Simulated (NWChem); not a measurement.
System: Si$_{2}$H$_{5}$OF; SMILES O[SiH2][SiH2]F

Here is an NWChem input.

```
start job
memory heap 200 mb stack 900 mb global 1100 mb
geometry units angstroms noautoz
  O      0.837062     1.995158    -0.385413
  Si    -0.407019     1.127029     0.322123
  Si    -0.451254    -1.155892    -0.251649
  F      0.806325    -1.944551     0.415718
  H      1.734910     1.766825    -0.107010
  H     -1.656910     1.743134    -0.194932
  H     -0.398589     1.253580     1.812091
  H     -1.710760    -1.773190     0.256213
  H     -0.388292    -1.358587    -1.726740
end
basis spherical
  * library def2-svpd
end
dft
  xc xpbe96 cpbe96
  iterations 150
  vectors input atomic output neutral.movecs
end
task dft energy
charge 1
dft
  odft
  mult 2
  vectors input atomic output cation.movecs
end
task dft energy
charge -1
dft
  odft
  mult 2
  vectors input atomic output anion.movecs
end
task dft energy
```

All runs use the structure optimised with B3LYP/6-31G* (spherical d).

Ions are spin-unrestricted doublets at the neutral geometry; other ion states weren't tried.

Task: What results follow from this input? (PBE/def2-SVPD, vertical spin-unrestricted ions.) Quantities: vertical ionisation energy, ΔSCF (eV); −ε(HOMO) (eV).

Result: 
| Property | Result |
|---|---|
| vertical ionisation energy, ΔSCF (eV) | 9.73 |
| −ε(HOMO) (eV) | 6.75 |
